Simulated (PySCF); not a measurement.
C2H4F2Ge, SMILES C=[CH][GeH]([F])[F].

Geometry: ωB97X-D3(BJ)/def2-SVP. One conformer was computed; it need not be the lowest.

Two levels are set side by side: PBE/def2-TZVP (PySCF) and PBE0/def2-TZVP (PySCF). Same geometry, gas phase. Differences are taken from unrounded values.

```csv
quantity,PBE
orbital gap (eV),5.42
highest occupied level (eV),-7.58
lowest empty level (eV),-2.15
dipole moment (D),2.99
mean polarisability (bohr³),51.2
```

**Question.** These are the PBE values. What does PBE0 give? (An estimate is asked for; the answer gives what the named calculation found.)

**Answer.** 
| quantity | PBE0 | PBE minus PBE0 |
|---|---|---|
| orbital gap (eV) | 7.58 | -2.15 |
| highest occupied level (eV) | -8.74 | 1.16 |
| lowest empty level (eV) | -1.17 | -0.99 |
| dipole moment (D) | 3.16 | -0.16 |
| mean polarisability (bohr³) | 49.3 | 1.9 |

PBE's occupied levels lie high since its potential decays too fast outside the molecule; exact exchange lowers them and widens the gap. PBE's more diffuse valence density responds more strongly to a field. Differences between two approximate levels are no errors against the true value.

Rough cost on one machine, each run with all the roots and properties that it gave: PBE0 against PBE within a factor of 2.
